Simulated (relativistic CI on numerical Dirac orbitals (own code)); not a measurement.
**d1 to d9 in one octahedral field**

Computed with a parametric ligand-field model without spin-orbit coupling, by exact diagonalisation: B = 780, C = 3050, 10Dq = 23500 cm⁻¹ (Oh; |10Dq|/B = 30.1) for every shell. Energies in cm⁻¹; the field energy is (0.6 n_e − 0.4 n_t2) × 10Dq of the ground term; g labels are left out.

```
Shell  Ground term  Electrons in e  Field energy  First spin-allowed bands  Lowest term of other spin
   d1          2T2           0.000         -9400                  2E 23500                           
   d2          3T1           0.022        -18284      3T2 21862, 3T1 31923                  1T2 11165
   d3          4A2           0.000        -28200      4T2 23500, 4T1 31624                   2E 14997
   d4            ?               ?             ?                         ?                          ?
   d5          2T2           0.056        -45676      2A2 19845, 2T1 20128                   6A1 6980
   d6          1A1           0.040        -55450      1T1 21545, 1T2 31658                  3T1 14933
   d7           2E           1.030        -41595      2T1 21363, 2T2 22006                   4T1 8510
   d8          3A2           2.000        -28200      3T2 23500, 3T1 31624                   1E 12188
   d9           2E           3.000        -14100                 2T2 23500
```

(1) Fill in the row of d4.

## Answers

(1) Ground term: 3T1; Electrons in e: 0.032; Field energy: -36858; First spin-allowed bands: 3E 20809, 3T1 21567; Lowest term of other spin: 5E 4666. Low spin: d4, d5, d6, d7; the other shells keep the spin of the free ion. Only d4 to d7 can choose; the field needed to pair spins is smallest for d6 and largest for d5, which loses most exchange energy. In the strong-field picture 10Dq must exceed about 6B + 5C = 19930 (d4), 7.5B + 5C = 21100 (d5), 2.5B + 4C = 14150 (d6) and 4B + 4C = 15320 (d7); mixing of terms shifts these bounds somewhat.
